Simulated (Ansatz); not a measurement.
Relaxation of CH$_{4}$Cl$_{2}$Sn (8 atoms, charge 0, multiplicity 1), to a largest force component of 0.02 eV/Å in at most 40 steps.

Level of theory: RKS B3LYP-D4/def2-SVP (Ansatz).

```xyz
8
Properties=species:S:1:pos:R:3
Sn 0.000 0.000 0.000
C 0.000 0.000 2.150
H -1.000 -0.309 2.521
H 0.768 -0.711 2.521
H 0.232 1.020 2.521
Cl 2.273 0.000 -0.802
Cl -1.135 1.967 -0.802
H -0.820 -1.420 -0.579
```

Problem. Where does it end, and by what steps?

Solution. It converged. After 5 steps the energy has fallen by 0.082 eV; H8 moved furthest, 0.19 Å.

```csv
step,energy less start (eV),largest force component (eV/Å),accepted
0,0.0000,0.596,yes
1,-0.0498,0.322,yes
2,-0.0788,0.118,yes
3,-0.0809,0.043,yes
4,-0.0817,0.024,yes
5,-0.0818,0.011,yes
```

```xyz
8
Properties=species:S:1:pos:R:3
Sn -0.041 -0.073 0.027
C 0.007 0.011 2.173
H -0.979 -0.262 2.574
H 0.773 -0.685 2.542
H 0.259 1.039 2.466
Cl 2.196 0.011 -0.745
Cl -1.099 1.900 -0.747
H -0.798 -1.394 -0.762
```

Whether the end is a true minimum wasn't checked by a vibrational analysis.

The run took 39 s on 2 threads of Intel(R) Xeon(R) Platinum 8259CL CPU @ 2.50GHz (Skylake/Cascade Lake), with other jobs on the host, peak memory 0.24 GiB.
